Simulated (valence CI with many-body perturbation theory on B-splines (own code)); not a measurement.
## Which ion has this spectrum?

A relativistic CI+MBPT calculation for an atom or ion with 22 electrons gives these levels (eV):

```
J  Parity       E     g
0    even   0.000      
1    even   7.639  1.50
2    even  12.510  1.42
4    even  15.235  1.21
3    even  15.268  1.36
0    even  21.834      
4    even  23.106  1.11
3    even  25.694  0.97
2    even  25.924  0.93
5    even  27.628  1.08
1    even  28.459  1.29
6    even  29.405  1.10
4    even  31.869  1.03
2    even  32.684  1.18
```

The energies are calculated, and their last digits are not significant.

Question: Which is it?
A. Te30+
B. In27+
C. I31+
D. Xe32+

Answer: A. Te30+, ground level (3d3/2^4) J=0.
